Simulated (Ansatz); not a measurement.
The same ligand exchange along the group F, Cl, Br, I.

Computed with Ansatz on PBE0-D4/def2-TZVP structures; ΔE is electronic, products minus reactants. CCSD(T)/CBS adds triple-zeta CCSD(T) − MP2 to the extrapolated MP2 energy (def2 sets, frozen cores). This one scheme is used for every species. Functionals use def2-TZVPP. def2 core potentials past Kr. For Br, I outer-core shells are correlated without core-valence functions, which leaves a few kJ/mol of doubt a bond. Scalar relativity is left out up to krypton. One conformer a species, not always the lowest.

| reaction | RPA@PBE/def2-TZVPP (kJ/mol) | CCSD(T)/def2-SVP (kJ/mol) | B2PLYP (kJ/mol) | MP2/CBS(def2) (kJ/mol) | CCSD(T)/CBS(def2) (kJ/mol) |
| --- | --- | --- | --- | --- | --- |
| `[F][AlH2]` + orthosilicic acid → `O[Si](O)(O)[O][AlH2]` + H–F | 25 | 29 | 31 | 25 | 25 |
| `[AlH2][Cl]` + orthosilicic acid → `O[Si](O)(O)[O][AlH2]` + HCl | -1 | 3 | 6 | 8 | 6 |
| `[AlH2][Br]` + orthosilicic acid → `O[Si](O)(O)[O][AlH2]` + HBr | -2 | -2 | 4 | 9 | 7 |
| `[AlH2][I]` + orthosilicic acid → `O[Si](O)(O)[O][AlH2]` + HI | -14 | -12 | -7 | 4 | -2 |

Largest T1 diagnostic: 0.012, for `[F][AlH2]`.
